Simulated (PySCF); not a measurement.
## Field gradients at the hydrogen positions

Compound: C₈H₁₆Si.
Cartesian coordinates in Å at the PBE0-D3(BJ)/def2-SVP level; atoms count from 1:
```
atom  x, y, z in Å
C1     3.216   -0.515    0.510
C2     2.408   -0.202   -0.742
C3     1.147    0.598   -0.466
C4     0.047   -0.066    0.409
C5    -1.235    0.613   -0.148
C6    -2.518   -0.159   -0.082
C7    -3.840    0.549   -0.096
C8    -3.367   -0.125    1.159
Si9   -0.232    0.889   -1.743
H10    3.529    0.408    1.024
H11    2.628   -1.108    1.229
H12    4.125   -1.090    0.274
H13    3.040    0.351   -1.459
H14    2.136   -1.144   -1.250
H15    1.409    1.575   -0.020
H16    0.184    0.030    1.500
H17    0.008   -1.148    0.184
H18   -1.362    1.594    0.345
H19   -2.491   -1.121   -0.608
H20   -4.668    0.098   -0.649
H21   -3.828    1.643   -0.126
H22   -3.868   -1.043    1.479
H23   -3.029    0.510    1.984
H24   -0.366   -0.256   -2.702
H25   -0.326    2.172   -2.511
```

Level: PBE0/pcSseg-1 (PySCF, non-relativistic); Q(2H) = 0.00286 b; rigid geometry, the same for H and D, with no vibrational averaging.

**Question.** Rank these positions by the coupling χzz of a deuteron there, largest first.
A. H24 (Si–H hydrogen)
B. H22 (methylene hydrogen)
C. H12 (methyl hydrogen)
D. H13 (methylene hydrogen)

**Answer.** B (207 kHz), C (197 kHz), D (192 kHz), A (94 kHz).

**Question.** What are Vzz, η and χzz (234.96 MHz × Q × Vzz) at all hydrogens?

**Answer.** 
```csv
atom,bonded to,bond length (Å),Vzz (au),η,χzz (kHz)
H10,C1,1.102,0.2903,0.02,195
H11,C1,1.102,0.2908,0.02,195
H12,C1,1.101,0.2929,0.02,197
H13,C2,1.104,0.2851,0.02,192
H14,C2,1.105,0.2820,0.02,190
H15,C3,1.106,0.2859,0.07,192
H16,C4,1.104,0.2889,0.00,194
H17,C4,1.105,0.2817,0.01,189
H18,C5,1.105,0.2859,0.08,192
H19,C6,1.097,0.2978,0.10,200
H20,C7,1.093,0.3075,0.08,207
H21,C7,1.094,0.3054,0.08,205
H22,C8,1.093,0.3075,0.08,207
H23,C8,1.094,0.3058,0.08,205
H24,Si9,1.499,0.1393,0.01,94
H25,Si9,1.498,0.1386,0.01,93
```

**Question.** Average by the element that carries the hydrogen.

**Answer.** on C: 197 kHz over 14 positions, mean bond length 1.100 Å; on Si: 93 kHz over 2 positions, mean bond length 1.499 Å.

**Question.** How does χzz go with the bond length over the 14 C–H bonds?

**Answer.** A straight-line fit has a slope of -12.7 kHz for each 0.01 Å, with a correlation coefficient of -0.98, over lengths from 1.093 to 1.106 Å. The longer bonds have the smaller couplings here.

**Question.** A static deuteron (I = 1) shows a doublet split by (3/2)χ, (3/4)χ(1 + η) and (3/4)χ(1 − η) with the field along z, y and x of the gradient. What are these for H17?

**Answer.** With |χ| = 189.3 kHz and η = 0.011: 284, 144 and 140 kHz, to first order and without motion.

Isolated species at its PBE0-D3(BJ)/def2-SVP geometry (one conformer only). These gradients aren't converged with respect to the basis.

These values come from a run that also computed NMR shieldings. The run took 59 s wall on Arm Neoverse V2, one thread (shared host), and the process peaked at 1.2 GiB of memory.
